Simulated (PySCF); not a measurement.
Species: AsP3SOO nortricyclane, AsO2P3S.
Bonds: As1–S2, As1–O5, As1–O7, S2–P3, P3–P4, P3–P6, P4–O5, P4–P6, P6–O7.

A GFN2-xTB structure was refined with PySCF 2.14.0, PBE0-D3(BJ)/def2-SVP geometry optimisation, gas phase. Its GFN2-xTB values:

```csv
coordinate,GFN2-xTB
As1–S2,2.340 Å
As1–O5,1.832 Å
S2–P3,2.111 Å
P3–P4,2.394 Å
P4–O5,1.689 Å
P4–P6,2.282 Å
As1–S2–P3,99.2°
As1–O5–P4,125.3°
S2–As1–O5,89.2°
P3–P4–O5,95.4°
P3–P4–P6,59.1°
P4–P3–P6,58.0°
O5–As1–O7,89.6°
O5–P4–P6,94.8°
S2–As1–O5–P4,61°
S2–P3–P4–O5,-2°
P3–P4–O5–As1,-43°
P3–P6–O7–As1,36°
```

Question: How do these coordinates change at the PBE0-D3(BJ)/def2-SVP level?

Answer: 
```
  coordinate  PBE0-D3(BJ)/def2-SVP (Å or °)  change
       P3–P4                          2.267  -0.127
      As1–S2                          2.257  -0.083
      As1–O5                          1.805  -0.027
       P4–O5                          1.664  -0.025
       P4–P6                          2.290  +0.008
       S2–P3                          2.105  -0.006
    P3–P4–O5                          101.2    +5.8
   S2–As1–O5                           94.0    +4.8
   As1–O5–P4                          120.4    -4.9
    P4–P3–P6                           60.7    +2.7
   O5–As1–O7                           91.9    +2.3
   As1–S2–P3                           97.1    -2.1
    P3–P4–P6                           59.7    +0.6
    O5–P4–P6                           95.3    +0.5
P3–P4–O5–As1                            -33     +10
S2–As1–O5–P4                             54      -7
 S2–P3–P4–O5                             -6      -4
P3–P6–O7–As1                             33      -3
```

The energy falls by 24.8 kJ/mol over 10 energy and gradient evaluations, the largest force component goes from 0.0466 to 1.6e-04 Eh/bohr, and the atoms move by 0.063 Å rms after alignment. The bond that changes most is P3–P4 (ends: phosphorus bonded to 2 P and S; phosphorus bonded to O and 2 P), which shortens by 0.127 Å. Bonds longer at the end by more than 0.005 Å: 2 of 9; shorter: 7. Among the dihedrals that turn most is O7–As1–O5–P4, from -29° to -40°. Rotational constants go from 1415, 1016, 860.5 to 1451, 1061, 911.2 MHz.

The run used 132 basis functions and 67 SCF cycles in all.

Not checked by PBE0-D3(BJ)/def2-SVP frequencies. One conformer, not necessarily the lowest.
